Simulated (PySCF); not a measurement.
**Working out the ionisation energy of Ni**

Ni [Ar] 3d8 4s2 (3F) → Ni⁺ [Ar] 3d9 (2D). All numbers are calculated (PySCF 2.14, no relativity, point nucleus, in aug-cc-pVTZ). Frozen: [Ar]. Energies in hartree (1 hartree = 27.21139 eV):

```csv
part,Ni (lower),Ni⁺ (upper)
UHF,-1506.879458,-1506.595873
CCSD correlation,-0.327288,-0.342695
(T),-0.012466,-0.013591
```

Q: What does Hartree-Fock give?

A: (-1506.595873) − (-1506.879458) = 0.283585 hartree = 7.717 eV.

Q: What do CCSD and CCSD(T) give?

A: The CCSD correlation energies differ by -0.015407 hartree = -0.419 eV and the triples by -0.001125 hartree = -0.031 eV, so CCSD gives 7.298 eV and CCSD(T) 7.267 eV.

Reference: 7.640 eV (measured; NIST Atomic Spectra Database, ionization energies), between the lowest levels; spin-orbit coupling is absent from the calculation.

The calculation is non-relativistic.

What remains against the reference includes basis incompleteness, the frozen core and higher excitations.
